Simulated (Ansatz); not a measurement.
Reaction (redistribution): `[CH3][GeH]([F])[SiH3]` + `N[SiH](Cl)CCl` → `[NH2][GeH]([F])[SiH3]` + `C[SiH](Cl)CCl`

Isolated molecules relaxed with PBE0-D4/def2-TZVP in Ansatz; ΔE leaves out vibrations. CBS: MP2 limit from def2 TZ/QZ plus the TZ coupled-cluster correction, frozen cores. Functionals use def2-TZVPP. B3LYP here is the variant with VWN-RPA as its local correlation; programs differ in this. For Ge outer-core shells are correlated without core-valence functions, which leaves a few kJ/mol of doubt a bond. Scalar relativity is left out up to krypton. Each species was taken in one conformer, which may not be the lowest.

```csv
level,ΔE (kJ/mol)
PBE0-D4,28.6
B2PLYP,28.6
B3LYP,29.0
HF/CBS(def2),29.9
```

What does CCSD(T)/CBS give? (Best estimate.)

Ansatz gave: +29.8 kJ/mol. The listed levels differ from it by -1.2, -1.2, -0.8, 0.1 kJ/mol.

Largest T1 diagnostic among the species: 0.012.
